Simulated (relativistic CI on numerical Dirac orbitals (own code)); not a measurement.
Radial Dirac CI calculation of W LXV.

Command:

```sh
python run_levels.py task.json out
```

Input:

```
atom W  Z=74  charge=64  electrons=10
nucleus A=184  rms_radius_fm=5.3658
hamiltonian dirac-coulomb  breit=off  qed=on  c_scale=1
orbitals kli  potential=per-configuration
slater_scale 1
correlation none
mixing on
grid step=0.0125 r_max=2.1
scf mixing=0.4 start=green max_iterations=150 tolerance=2e-08 node_fill=0.05
configurations
  [He] 2s2 2p6
  [He] 2s2 2p5 3s
end
```

Output:

```
SCF 1: [He] 2s2 2p6
 iter      energy (Ha)   residual   last orbital (Ha)
    1    -11054.307154   4.16e+00   -675.83357
    2    -11066.759132   2.48e+00   -633.56919
    3    -11073.466218   4.76e-02   -574.03437
    4    -11073.471737   8.96e-03   -574.56257
    5    -11073.471998   4.02e-05   -574.37772
    6    -11073.471998   1.04e-05   -574.37835
    7    -11073.471998   2.81e-07   -574.37816
    8    -11073.471998   5.20e-09   -574.37816
SCF 2: [He] 2s2 2p5 3s
 iter      energy (Ha)   residual   last orbital (Ha)
    1    -10734.299844   4.02e+00   -309.34942
    2    -10744.918865   2.40e+00   -292.40638
    3    -10750.708987   4.10e-02   -268.89196
    4    -10750.710427   7.60e-03   -268.77960
    5    -10750.710812   6.35e-05   -268.72716
    6    -10750.710811   8.75e-06   -268.72726
    7    -10750.710812   3.39e-07   -268.72721
    8    -10750.710812   7.49e-09   -268.72721
orbital energies (Ha): 1s -2762.8140  2s -641.9283  2p1/2 -625.8748  2p3/2 -574.3782
configuration averages (Ha): Dirac-Coulomb, Breit, QED
  2p6                         -11073.471998    0.000000   11.153428
  2p5 3s                      -10750.710812    0.000000   11.265687
levels: no., configuration, term, J, E (cm-1), weight
   1 2p6                    1S   0                0.0  1.00
   2 2p5 3s                 3P*  2         67067116.2  1.00
   3 2p5 3s                 1P*  1         67133089.4  0.66
   4 2p5 3s                 3P*  0         78377647.3  1.00
   5 2p5 3s                 3P*  1         78411778.2  0.66
lowest total energy -11062.318571 Ha
end: converged
```

Against the reference input this run has: Breit term off. The reference run ends at -11049.328858 Ha with Breit and QED terms.
